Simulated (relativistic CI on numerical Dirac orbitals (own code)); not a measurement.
Calculated at this level of theory: Dirac-Coulomb-Breit CI, orbitals from a KLI potential per configuration, a model potential for QED, unscaled Slater integrals (own radial code, finite nucleus).

The strongest absorption lines from the ground level of an ion, among the configurations computed and to levels below about 929 eV (vacuum wavelength in Å, gf): 13.353 (0.02), 13.507 (0.033), 13.799 (0.066), 13.812 (1.8e-05), 14.476 (0.17), 14.509 (4.7e-05), 16.823 (0.74), 16.976 (0.00022).

Question: Which ion is it?
A. N⁵⁺
B. Al¹¹⁺
C. B³⁺
D. F⁷⁺

Answer: D. F⁷⁺ has 2 electrons and the ground level 1s² ¹S0; the strongest line goes to 1s2p ¹P°1. The pattern of lines fixes the number of electrons, and along that sequence the line energies rise steadily with the charge (about as its square where n changes within one kind of shell, about linearly where n is kept but much faster in heavy ions where fine structure, which grows about as Z⁴, sets the gap, and irregularly where shells cross), which fixes Z. Configurations outside the model, such as inner-shell arrays, can give stronger lines.
